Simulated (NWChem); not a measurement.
The numbers come from NWChem runs, not from measurements. System: Br, charge 0, spin multiplicity 2. Its SCF solution wasn't tested for a lower state. Level: ROCCSD(T)/def2-TZVPD, 9 core orbitals frozen.

The NWChem input:

```
start mol
memory heap 100 mb stack 700 mb global 1900 mb
geometry units angstroms nocenter noautoz
  Br     0.000000     0.000000     0.000000
  symmetry group D2h
end
basis spherical
  * library def2-tzvpd
end
scf
  rohf
  nopen 1
  maxiter 100
  thresh 1e-7
  semidirect memsize 60000000 filesize 0
  # guess.movecs holds the orbitals of an unrestricted PBE0 run
  vectors input guess.movecs swap 16 18 output mol.movecs
end
tce
  freeze core 9
  ccsd(t)
  2eorb
  2emet 13
  thresh 1e-6
  maxiter 100
  tilesize 24
end
task tce energy
```

NWChem printed:

```
             Northwest Computational Chemistry Package (NWChem) 7.3.0
             --------------------------------------------------------

                                NWChem Input Module
                                -------------------

 Scaling coordinates for geometry "geometry" by  1.889725989
 (inverse scale =  0.529177249)

                             Geometry "geometry" -> ""
                             -------------------------

 Output coordinates in angstroms (scale by  1.889725989 to convert to a.u.)

  No.       Tag          Charge          X              Y              Z
 ---- ---------------- ---------- -------------- -------------- --------------
    1 Br                  35.0000     0.00000000     0.00000000     0.00000000

 Effective nuclear repulsion energy (a.u.)       0.0000000000

            Nuclear Dipole moment (a.u.)
            ----------------------------
        X                 Y               Z
 ---------------- ---------------- ----------------
     0.0000000000     0.0000000000     0.0000000000

      Symmetry information
      --------------------

 Group name             D2h
 Group number             26
 Group order               8
 No. of unique centers     1

      Symmetry unique atoms

     1


 Summary of "ao basis" -> "" (spherical)
 ------------------------------------------------------------------------------
       Tag                 Description            Shells   Functions and Types
 ---------------- ------------------------------  ------  ---------------------
 *                         def2-tzvpd                 on all atoms

 Summary of "ao basis" -> "ao basis" (spherical)
 ------------------------------------------------------------------------------
       Tag                 Description            Shells   Functions and Types
 ---------------- ------------------------------  ------  ---------------------
 Br                        def2-tzvpd               19       57   7s6p5d1f

                                 NWChem SCF Module
                                 -----------------

  ao basis        = "ao basis"
  functions       =    57
  atoms           =     1
  closed shells   =    17
  open shells     =     1
  charge          =   0.00
  wavefunction    = ROHF
  use symmetry    = T
  symmetry adapt  = T

 Summary of "ao basis" -> "ao basis" (spherical)
 ------------------------------------------------------------------------------
       Tag                 Description            Shells   Functions and Types
 ---------------- ------------------------------  ------  ---------------------
 Br                        def2-tzvpd               19       57   7s6p5d1f

      Symmetry analysis of basis
      --------------------------

        ag         17
        au          1
        b1g         5
        b1u         8
        b2g         5
        b2u         8
        b3g         5
        b3u         8

 Forming initial guess at       0.1s

 Swapping ROHF orbitals    16   18

      Symmetry analysis of molecular orbitals - initial
      -------------------------------------------------

  Numbering of irreducible representations:

     1 ag          2 au          3 b1g         4 b1u         5 b2g
     6 b2u         7 b3g         8 b3u

  Orbital symmetries:

     1 ag          2 ag          3 b3u         4 b2u         5 b1u
     6 ag          7 b3u         8 b2u         9 b1u        10 ag
    11 b2g        12 b1g        13 ag         14 b3g        15 ag
    16 b1u        17 b2u        18 b3u        19 ag         20 b3u
[...]
    25      1.230090  1 Br pz                22     -0.498872  1 Br pz

 Vector   21  Occ=0.000000D+00  E= 7.986587D-02  Symmetry=b2u
              MO Center= -2.3D-20, -2.3D-19, -2.5D-18, r^2= 1.5D+01
   Bfn.  Coefficient  Atom+Function         Bfn.  Coefficient  Atom+Function
  ----- ------------  ---------------      ----- ------------  ---------------
    24      1.230090  1 Br py                21     -0.498872  1 Br py

 center of mass
 --------------
 x =   0.00000000 y =   0.00000000 z =   0.00000000

 moments of inertia (a.u.)
 ------------------
           0.000000000000           0.000000000000           0.000000000000
           0.000000000000           0.000000000000           0.000000000000
           0.000000000000           0.000000000000           0.000000000000

  Mulliken analysis of the total density
  --------------------------------------

    Atom       Charge   Shell Charges
 -----------   ------   -------------------------------------------------------
    1 Br  35    35.00   2.00  2.00  1.16  0.77  1.04  1.01  0.02  6.00  5.94  1.22  2.66  1.17  0.01  8.99  1.02 -0.02  0.02 -0.00  0.00

 Mulliken analysis of the open-shell density
 -------------------------------------------

    Atom       Charge   Shell Charges
 -----------   ------   -------------------------------------------------------
    1 Br  35     1.00   0.00  0.00 -0.00 -0.00  0.00 -0.00  0.00  0.00  0.01  0.23  0.56  0.21  0.00  0.00  0.00 -0.00  0.00  0.00  0.00

       Multipole analysis of the density wrt the origin
       ------------------------------------------------

     L   x y z        total         open         nuclear
     -   - - -        -----         ----         -------
     0   0 0 0     -0.000000     -1.000000     35.000000

     1   1 0 0     -0.000000     -0.000000      0.000000
     1   0 1 0      0.000000     -0.000000      0.000000
     1   0 0 1     -0.000000      0.000000      0.000000

     2   2 0 0    -12.090156     -3.038507      0.000000
     2   1 1 0     -0.000000     -0.000000      0.000000
     2   1 0 1     -0.000000     -0.000000      0.000000
     2   0 2 0    -14.238500     -0.980750      0.000000
     2   0 1 1     -0.000000     -0.000000      0.000000
     2   0 0 2    -14.238500     -0.980750      0.000000

                   NWChem Extensible Many-Electron Theory Module
                   ---------------------------------------------


            General Information
            -------------------
      Number of processors :     1
         Wavefunction type : Restricted open-shell Hartree-Fock
          No. of electrons :    35
           Alpha electrons :    18
            Beta electrons :    17
           No. of orbitals :   114
            Alpha orbitals :    57
             Beta orbitals :    57
        Alpha frozen cores :     9
         Beta frozen cores :     9
     Alpha frozen virtuals :     0
      Beta frozen virtuals :     0
         Spin multiplicity : doublet
    Number of AO functions :    57
       Number of AO shells :    19
        Use of symmetry is : on
      Symmetry adaption is : on
         Schwarz screening : 0.10D-09

          Correlation Information
          -----------------------
          Calculation type : Coupled-cluster singles & doubles w/ perturbation
   Perturbative correction : (T)
            Max iterations :      100
        Residual threshold : 0.10D-05
     T(0) DIIS level shift : 0.00D+00
     L(0) DIIS level shift : 0.00D+00
     T(1) DIIS level shift : 0.00D+00
     L(1) DIIS level shift : 0.00D+00
     T(R) DIIS level shift : 0.00D+00
     T(I) DIIS level shift : 0.00D+00
   CC-T/L Amplitude update :  5-th order DIIS
                I/O scheme : Global Array Library
        L-threshold :  0.10D-05
        EOM-threshold :  0.10D-05
 no EOMCCSD initial starts read in
 TCE RESTART OPTIONS
 SLICE:      F
 D4D5:       F
 quantumc:   F
 qrotation:  F
 pwtce:      F
 qducc:      F
 nacto:                         0
 nrotv:                         0
 nrot:                          0

            Memory Information
            ------------------
          Available GA space size is     249030302 doubles
          Available MA space size is     104852172 doubles

 Maximum block size supplied by input
 Maximum block size        24 doubles

 tile_dim =     11

 -------------------------------------------------

 Global array virtual files algorithm will be used

 Parallel file system coherency ......... OK

 4-electron integrals stored in orbital form

 v2    file size   =           139306
 4-index algorithm nr.  13 is used
 imaxsize =       30
 imaxsize ichop =        0


CCSD iterations
 ---------------------------------------------------------
 Iter          Residuum       Correlation     Cpu    Wall
 ---------------------------------------------------------
    1   0.1332340081057  -0.2566165353480     2.1     2.1
    2   0.0222708668907  -0.2585742757217     2.2     2.2
    3   0.0062324413532  -0.2620031814315     2.1     2.1
    4   0.0020237490864  -0.2623433524703     2.9     2.9
    5   0.0007663257404  -0.2625096684934     2.3     2.3
    6   0.0001971997095  -0.2625586346167     2.1     2.1
    7   0.0000708939164  -0.2625665932910     2.2     2.2
    8   0.0000361338248  -0.2625658862352     2.6     2.6
    9   0.0000194682375  -0.2625660400832     2.4     2.4
   10   0.0000114442013  -0.2625660290240     2.1     2.1
   11   0.0000009275212  -0.2625660123644     2.2     2.2
 -----------------------------------------------------------------
 Iterations converged
 CCSD correlation energy / hartree =        -0.262566012364391
 CCSD total energy / hartree       =     -2572.656168722584425

 Singles contributions

 Doubles contributions
 CCSD(T)
 Using plain CCSD(T) code
             total no. of tasks        15807
 total no. of tasks / no. procs        15807
                         wl_min            1           1.0
                         wl_max        35937           5.7
        thresh for no. of tasks        15807

 CCSD[T]  correction energy / hartree =        -0.007319283438639
 CCSD[T] correlation energy / hartree =        -0.269885295803030
 CCSD[T] total energy / hartree       =     -2572.663488006023272
 CCSD(T)  correction energy / hartree =        -0.007143609706926
 CCSD(T) correlation energy / hartree =        -0.269709622071316
 CCSD(T) total energy / hartree       =     -2572.663312332291298

 Task  times  cpu:       35.9s     wall:       35.9s

 Total times  cpu:       35.9s     wall:       35.9s
```
